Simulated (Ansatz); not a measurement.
The same path of F₂H₂SSn (6 atoms, charge 0, multiplicity 1) was run twice with different band settings. The coordinate that changes most is the dihedral F3–Sn2–S4–H6.

Method: RKS PBE0-D4/def2-SVP in Ansatz 0.2.0.

Relaxed end points:

```xyz
6
Properties=species:S:1:pos:R:3
F 0.002 -1.930 0.713
Sn 0.535 -0.178 0.110
F 0.538 -0.415 -1.804
S -1.169 1.410 0.614
H 2.104 0.142 0.678
H -1.968 0.907 -0.357
```

```xyz
6
Properties=species:S:1:pos:R:3
F -0.138 -1.988 0.314
Sn 0.427 -0.215 -0.198
F 0.815 -0.366 -2.077
S -1.435 1.272 -0.039
H 1.866 0.115 0.648
H -1.494 1.119 1.305
```

Common settings: movable images 5; climbing image yes; spring 5.0 eV/Å²; optimiser quadratic models (default); start path IDPP; force threshold 0.05 eV/Å; end points relaxed.

| run | iteration limit |
| --- | --- |
| 1 | 60 |
| 2 | 10 |

Task: What does each run give, and how far can it be trusted?

Result: Run 1: converged after 5 iterations, highest image 0.045 eV above the first end. The highest image is an end point: on this band no image between the ends rises above it.
Run 2: converged after 5 iterations, highest image 0.045 eV above the first end. The highest image is an end point: on this band no image between the ends rises above it.
